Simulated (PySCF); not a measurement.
Potential energy of YbH along the bond

Set-up: basis Yb x2c-TZVPall, H x2c-TZVPall; spin-free X2C with a Gaussian nucleus; PySCF 2.14. Energies in eV from Yb (4f14 6s2) + H in their ground configurations at the same level. State: doublet, about 14.0 electrons in the 4f shell (Mulliken).

All columns are PBE0. A positive dipole means Yb(−)H(+).

| R (Å) | E (eV) | μ (D) | Mulliken charge on Yb (basis-dependent) | HOMO (eV) | LUMO (eV) | Mayer bond order | ⟨S²⟩ |
| --- | --- | --- | --- | --- | --- | --- | --- |
| 1.764 | -1.209 | -2.07 | 0.25 | -3.84 | -1.79 | 0.88 | 0.75 |
| 1.846 | -1.376 | -2.26 | 0.26 | -3.89 | -1.85 | 0.88 | 0.75 |
| 1.928 | -1.473 | -2.46 | 0.27 | -3.94 | -1.91 | 0.88 | 0.75 |
| 1.990 | -1.510 | -2.61 | 0.28 | -3.98 | -1.95 | 0.87 | 0.75 |
| 2.051 | -1.521 | -2.77 | 0.28 | -4.02 | -2.00 | 0.87 | 0.75 |
| 2.112 | -1.511 | -2.93 | 0.29 | -4.07 | -2.04 | 0.86 | 0.75 |
| 2.195 | -1.472 | -3.15 | 0.29 | -4.13 | -2.10 | 0.86 | 0.75 |
| 2.297 | -1.392 | -3.41 | 0.30 | -4.20 | -2.17 | 0.85 | 0.76 |
| 2.420 | -1.266 | -3.70 | 0.30 | -4.29 | -2.26 | 0.83 | 0.76 |
| 2.584 | -1.071 | -4.02 | 0.30 | -4.41 | -2.36 | 0.80 | 0.76 |

A fit through these points gives, at Re = 2.050 Å, μ = -2.77 D and dμ/dR = -2.59 D/Å; the reduced mass is 1.002 u.

How strong is the fundamental in the double-harmonic approximation, I = 42.26·(dμ/dR)²/μred km/mol?

I = 42.26·(-2.59)²/1.002 = 283 km/mol at PBE0.

Spin–orbit coupling is left out. The state is the lowest single determinant that the PBE0 search found; with open d or f shells the true ground state can be another one.
